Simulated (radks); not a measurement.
Fractional charge and spin in the 3s shell of aluminium: the spin-up occupation runs from 0 to 1 and the spin-down occupation from 0 to 1; the fullest corner is Al, [Ne] 3p(up 0.5, down 0.5) 3s(up 1, down 1). Method: non-relativistic Kohn-Sham, BLYP, spin-polarised, spherical densities, point nucleus; computed with a radial shooting solver on a logarithmic mesh with Libxc functionals. Energy (eV) minus the two flat planes that join the four corners (they meet along the diagonal where the two added fractions sum to one electron); zero is where a piecewise linear energy would lie.

down \ up,0,0.25,0.5,0.75,1
0,0.000,-0.805,-1.069,-0.798,0.000
0.25,-0.805,-0.994,-0.656,0.200,-0.697
0.5,-1.069,-0.656,0.269,-0.568,-0.917
0.75,-0.798,0.200,-0.568,-0.855,-0.678
1,0.000,-0.697,-0.917,-0.678,0.000

Corners above the fullest one (they belong to Al+ and the next ion): (up 1, down 0) 11.169 eV, (up 0, down 1) 11.169 eV, (up 0, down 0) 31.380 eV. With half an added electron in each spin the energy lies 0.269 eV from the planes, and with half an added electron in spin up alone -1.069 eV. The planes are only a guide here: the flat-plane condition holds for ground states with one frontier orbital, while this shell lies below other occupied shells, so the corners above the fullest one are inner-hole states and not the ground states of those ions.
